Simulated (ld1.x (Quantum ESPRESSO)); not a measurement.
## Be (Z = 4) PAW: all-electron and pseudo phase curves

* Element: Be
* Generator: ld1.x (Quantum ESPRESSO) 7.5
* Type: PAW
* Functional: PBEsol
* Relativity: scalar-relativistic
* Frozen core: [He]
* Valence charge: 2
* Reference configuration: 2s1.75 2p0.25
* Partial waves: 2s (bound): rcut 2.10, rcutus 2.40 bohr; 2s channel at -0.1 Ry: rcut 2.10, rcutus 2.40 bohr; 2p (bound): rcut 2.15, rcutus 2.80 bohr; 2p channel at 2.5 Ry: rcut 2.15, rcutus 2.80 bohr; 3d channel at 0.15 Ry: rcut 1.85, rcutus 2.50 bohr
* Local potential: all-electron potential smoothed inside 2.80 bohr (lloc = -2)
* Core correction: Bessel-smoothed model core inside 2.45 bohr
* Augmentation charge: PSQ, inside the norm-conserving radii

The phase is arctan(r·u′/u) with u = r·R(r), unwrapped; energies in Ry, scanned from -2 to 5 Ry. A pole is an energy at which the radial function vanishes at the test radius. The pseudo phase is shifted by a multiple of π to meet the all-electron one at the reference energy, and phase errors are pseudo minus all-electron; the curves can meet again beyond the range given. Levels narrower than the energy grid can be missing from the lists of poles.

**Question.** For each channel, where are the poles, and over which energies does the pseudopotential scatter like the atom?

**Answer.**

```tsv
channel	radius (bohr)	reference energy (Ry)	poles, all-electron	poles, pseudo	unbroken range about the reference energy with phases within 0.05 rad	phase error 1 Ry above the reference energy (rad)
s	3.06	-0.42	0.18, 4.46	0.18, 4.32	the whole range	-0.000
p	3.06	-0.16	0.45, 3.92	0.46, 4.06	below 1.8	+0.010
d	3.06	0.15	2.34	2.38	below 3.7	+0.005
```

Phases in the p channel:

```csv
E (Ry),all-electron,pseudo
-2.00,1.321,1.323
-1.52,1.274,1.277
-1.04,1.185,1.189
-0.56,0.916,0.921
-0.08,-0.807,-0.807
0.40,-1.544,-1.538
0.88,-1.746,-1.735
1.36,-1.981,-1.961
1.84,-2.856,-2.805
2.32,-4.219,-4.218
2.80,-4.517,-4.515
3.28,-4.629,-4.623
3.76,-4.695,-4.684
4.24,-4.746,-4.727
4.72,-4.797,-4.764
```
